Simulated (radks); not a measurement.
Results of a calculation; reference values are marked as such.
Q: These are the eigenvalues of the occupied orbitals of an atom or ion with whole-number occupations (hartree). Code: a radial shooting solver on a logarithmic mesh with Libxc functionals. Model: non-relativistic Kohn-Sham, LDA (Slater exchange, VWN5 correlation), spin-unpolarised, spherical densities, point nucleus.

| orbital | eigenvalue |
|---|---|
| 1s | -270.6320 |
| 2s | -56.66607 |
| 2p | -54.14220 |

Which element is it, and in what charge state? The configuration may be excited.

A: Z = 25, manganese, charge +19: Mn19+ in [He] 2s2 2p2. The list shows which subshells hold electrons but not how many an open one holds; the 1s level, -270.63 hartree, gives Z - s = 23.3 by -(Z - s)^2/2, which with screening narrows Z to a few neighbours, and the depths of the outer levels then fix element, charge and occupations together.
